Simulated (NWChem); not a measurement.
System: AlH$_{2}$Se$_{2}$Cl; SMILES [Cl][Al]([SeH])[SeH]

NWChem input:

```
start job
memory heap 200 mb stack 900 mb global 1100 mb
geometry units angstroms
  Al     0.485343    -0.115688     0.009926
  Cl     2.446009    -0.582926     0.049974
  Se    -0.828538    -0.621743     1.848834
  H     -2.064805    -0.114018     1.302690
  Se    -0.387001     0.911442    -1.873694
  H     -1.739493     1.020694    -1.380496
end
basis spherical
  * library def2-svp
end
dft
  xc pbe0
  iterations 150
end
driver
  maxiter 120
end
task dft optimize
task dft freq
```

This build's default masses of Se (78.918 u) and Br (79.917 u) are each other's, which moves their modes by up to 0.6 %.

The level has its own optimisation; frequencies are unscaled.

### Question
Give the results of this calculation. (PBE0/def2-SVP.) Quantities: r Al–Cl (Å); r Al–Se (Å); r H–Se (Å); highest harmonic frequency (cm⁻¹); lowest (cm⁻¹); zero-point energy (kcal/mol); dipole (D).

### Answer
```yaml
r Al–Cl (Å): 2.100
r Al–Se (Å): 2.306
r H–Se (Å): 1.473
highest harmonic frequency (cm⁻¹): 2451
lowest (cm⁻¹): 91
zero-point energy (kcal/mol): 11.7
dipole (D): 2.07
```
